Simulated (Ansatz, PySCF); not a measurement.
Process, species as SMILES: [CH3][Ge]([Br])([Br])[Br] [tribromo(methyl)germane] → [CH3] (CH3) + [Br][Ge]([Br])[Br] (the C-Ge bond at the site shown breaks; other sites are not compared here)
Geometries: B3LYP-D3(BJ)/def2-TZVP minima from Ansatz (a quantum-chemistry and plane-wave program). Frequencies are from Ansatz or PySCF.

Quantity: bond dissociation energy (enthalpy at 298 K, with B3LYP-D3(BJ) rigid-rotor harmonic-oscillator terms), in kcal/mol. Valence correlation only, unless marked. UHF or UKS for open shells. Spin-orbit coupling is left out. The frozen core is the preceding noble-gas configuration, with the filled d and f shells of earlier blocks. Non-relativistic. CBS marks a two-point X^-3 extrapolation of the correlation energy; Hartree-Fock from the larger set.

```json
[
 {"level": "SVWN5/def2-TZVPD", "program": "Ansatz", "bond dissociation energy (kcal/mol)": "85.7"},
 {"level": "PBE/def2-TZVPD", "program": "Ansatz", "bond dissociation energy (kcal/mol)": "69.6"},
 {"level": "revPBE/def2-TZVPD", "program": "Ansatz", "bond dissociation energy (kcal/mol)": "64.2"},
 {"level": "r2SCAN/def2-TZVPD", "program": "Ansatz", "bond dissociation energy (kcal/mol)": "69.5"},
 {"level": "r2SCAN-D3(BJ)/def2-TZVPD", "program": "Ansatz + dftd3", "bond dissociation energy (kcal/mol)": "70.2"},
 {"level": "PBE0/6-31G*", "program": "Ansatz", "bond dissociation energy (kcal/mol)": "73.2"},
 {"level": "HSE06-D4/def2-TZVPD", "program": "Ansatz + dftd4", "bond dissociation energy (kcal/mol)": "74.4"},
 {"level": "CAM-B3LYP/def2-TZVPD", "program": "Ansatz", "bond dissociation energy (kcal/mol)": "(withheld)"},
 {"level": "B2GP-PLYP-D3(BJ)/def2-TZVPD", "program": "Ansatz + dftd3", "bond dissociation energy (kcal/mol)": "(withheld)"},
 {"level": "B2PLYP-D3(BJ)/def2-TZVPD", "program": "Ansatz + dftd3", "bond dissociation energy (kcal/mol)": "(withheld)"},
 {"level": "RPA@PBE/cc-pVTZ", "program": "Ansatz", "bond dissociation energy (kcal/mol)": "(withheld)"},
 {"level": "SCS-MP2/cc-pVQZ", "program": "Ansatz", "bond dissociation energy (kcal/mol)": "80.7"},
 {"level": "CCSD/6-31G", "program": "Ansatz", "bond dissociation energy (kcal/mol)": "67.2"},
 {"level": "CCSD/cc-pVQZ", "program": "Ansatz", "bond dissociation energy (kcal/mol)": "75.8"},
 {"level": "CCSD(T)/CBS(cc-pVTZ,cc-pVQZ)", "program": "Ansatz", "bond dissociation energy (kcal/mol)": "78.6"}
]
```

### Question
What belongs in the gaps?

### Answer

- CAM-B3LYP/def2-TZVPD, bond dissociation energy (kcal/mol): 71.5
- B2GP-PLYP-D3(BJ)/def2-TZVPD, bond dissociation energy (kcal/mol): 75.7
- B2PLYP-D3(BJ)/def2-TZVPD, bond dissociation energy (kcal/mol): 74.0
- RPA@PBE/cc-pVTZ, bond dissociation energy (kcal/mol): 72.2
